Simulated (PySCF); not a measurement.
## Xenon: a sound run and one with changed settings

Sound run: Xe⁺ [Kr] 4d10 5s2 5p5, Xe²⁺ [Kr] 4d10 5s2 5p4. Calculation: PySCF 2.14, in cc-pVDZ-PP with ECP28MDF; scalar relativity through the core potential. The sound run starts from symmetry-adapted Hartree-Fock orbitals and uses a fine grid where one is needed.

Changed run: initial guess atom, at most 3 SCF cycles. This setting is unsound on purpose.

| species | method | sound run (hartree) | changed run (hartree) | converged |
| --- | --- | --- | --- | --- |
| Xe⁺ | UHF | -327.86494 | -327.86487 | no |
| Xe⁺ | TPSS | -328.77543 | -328.77542 | no |
| Xe⁺ | MN15 | -328.08942 | -328.08941 | no |
| Xe²⁺ | UHF | -327.12446 | -327.12430 | no |
| Xe²⁺ | TPSS | -327.99893 | -327.99891 | no |
| Xe²⁺ | MN15 | -327.31938 | -327.31936 | no |

The SCF was stopped early; the energies are upper bounds that still move, and correlated levels were skipped or rest on poor orbitals.
